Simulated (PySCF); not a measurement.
Compound: C2HF3Se.
Structure used (PBE0-D3(BJ)/def2-SVP), in Å, numbered top down from 1:
```xyz
7
C2HF3Se angstrom
F      0.8088    1.5848   -0.2104
C      0.7959    0.2721   -0.0815
Se     2.2271   -0.7113   -0.0378
C     -0.6479   -0.1897   -0.0018
F     -1.2295    0.4105    1.0552
F     -0.7312   -1.5110    0.1462
H     -1.1893    0.1142   -0.9181
```

Theory: EOM-IP-CCSD/aug-cc-pVDZ in PySCF, restricted Hartree–Fock reference, frozen core, non-relativistic, gas phase, PBE0-D3(BJ)/def2-SVP geometry.

Hartree–Fock orbital energies give these Koopmans values (eV): HOMO 9.95, HOMO-1 11.02, HOMO-2 14.32, HOMO-3 16.48, HOMO-4 17.95, HOMO-5 18.12, HOMO-6 18.99, HOMO-7 19.87.

Task: What vertical ionisation energies does EOM-IP-CCSD give?

Result: 
```tsv
leading hole (HF orbital)	Koopmans (eV)	EOM-IP-CCSD (eV)	change (eV)	one-hole share
HOMO	9.95	9.55	-0.40	0.96
HOMO-1	11.02	11.15	+0.13	0.96
HOMO-2	14.32	12.79	-1.53	0.95
HOMO-3	16.48	14.66	-1.82	0.94
HOMO-4	17.95	15.27	-2.68	0.94
HOMO-5	18.12	15.73	-2.39	0.94
HOMO-6	18.99	16.02	-2.97	0.94
HOMO-7	19.87	16.79	-3.08	0.93
```

Task: Does the order of the lines follow the orbital energies?

Result: Yes, no two lines change places. The corrections run from -3.08 to +0.13 eV, with a mean of -1.84 eV over the 8 lines; EOM-IP-CCSD lies above the Koopmans value for HOMO-1. Koopmans values leave out both the relaxation of the orbitals and the change in correlation energy.

Task: At what kinetic energies would He I light (21.22 eV) eject these electrons?

Result: 11.67 eV (HOMO), 10.07 eV (HOMO-1), 8.43 eV (HOMO-2), 6.56 eV (HOMO-3), 5.95 eV (HOMO-4), 5.49 eV (HOMO-5), 5.20 eV (HOMO-6), 4.43 eV (HOMO-7).

One root was sought for each valence orbital with −ε under 21 eV, eight at most, so deeper holes and satellites are missing; no vibrational structure.

One conformer stands for the species.
